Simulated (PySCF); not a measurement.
Species: C5H13O2P.
Structure used (PBE0-D3(BJ)/def2-SVP), in Å, numbered top down from 1:
```
atom  x, y, z in Å
C1    -2.897    1.260    0.892
O2    -1.751    0.939    0.167
C3    -1.966   -0.014   -0.835
C4    -0.641   -0.371   -1.472
P5     0.560   -1.096   -0.238
C6     1.397    0.512    0.286
O7     2.286    0.385    1.348
C8     3.435   -0.344    1.049
H9    -3.321    0.374    1.405
H10   -3.687    1.692    0.247
H11   -2.621    2.004    1.652
H12   -2.667    0.382   -1.601
H13   -2.435   -0.923   -0.404
H14   -0.811   -1.130   -2.251
H15   -0.211    0.516   -1.968
H16    1.522   -1.511   -1.213
H17    0.570    1.158    0.616
H18    1.878    0.990   -0.594
H19    3.214   -1.406    0.823
H20    3.984    0.082    0.184
H21    4.092   -0.312    1.929
```

Level: PBE0/pcSseg-1 in PySCF, non-relativistic, on one gas-phase PBE0-D3(BJ)/def2-SVP geometry that isn't relaxed in the solvent. The solvent is an IEF-PCM continuum (van der Waals radii × 1.2). Only the electrostatic response of the medium enters.

Gas phase at PBE0/pcSseg-1: HOMO -6.57 eV, LUMO 0.80 eV, dipole 2.13 D.

Task: What does the continuum do to the energy, the frontier levels and the dipole at PBE0/pcSseg-1 in chloroform and water?

Result: 
| solvent | ε | E(solvent) − E(gas) (kJ/mol) | polarisation term (kJ/mol) | distortion of the solute (kJ/mol) | HOMO (eV) | LUMO (eV) | dipole (D) |
| --- | --- | --- | --- | --- | --- | --- | --- |
| chloroform | 4.711 | -17.03 | -19.19 | 2.16 | -6.69 | 0.83 | 2.69 |
| water | 78.36 | -25.08 | -30.29 | 5.21 | -6.76 | 0.81 | 3.04 |

The first energy column is the sum of the next two and covers electrostatics alone. From chloroform to water the lowering changes by a factor 1.47, Onsager's factor (ε − 1)/(2ε + 1) by 1.38 and ε itself by 16.6.

Task: Which radius a makes the point-dipole formula ΔE = −[(ε − 1)/(2ε + 1)]·μ²/a³ give the value in water, with the gas-phase dipole?

Result: μ = 0.838 au and |ΔE| = 0.00955 Eh give a = 1.75 Å; the farthest nucleus lies 4.55 Å from the centroid of the nuclei, so such a sphere wouldn't even hold the nuclei. The formula assumes a rigid point dipole at the centre of a sphere.

Task: Give the dipole vector in the frame of the coordinates (D, pointing from negative to positive charge), gas and water.

Result: Gas (-1.06, 0.17, -1.84), solvent (-1.15, 0.13, -2.80). Its length changes by +43 % and its direction by 8°.

Task: Which ESP-fitted charges (PBE0/pcSseg-1) respond most in chloroform (means over atoms taken as equivalent)?

Result: 
```csv
atoms,environment,gas (e),solvent (e),change
P5,phosphine phosphorus,-0.301,-0.364,-0.063
C4,sp3 carbon bound to phosphorus,-0.118,-0.087,+0.031
H16,P–H hydrogen,+0.084,+0.109,+0.025
O7,ether oxygen,-0.313,-0.339,-0.026
O2,ether oxygen,-0.100,-0.123,-0.023
C6,sp3 carbon bound to oxygen,+0.215,+0.199,-0.016
C8,methoxy carbon,-0.174,-0.188,-0.014
H17/H18,methylene hydrogen,+0.027,+0.038,+0.011
```
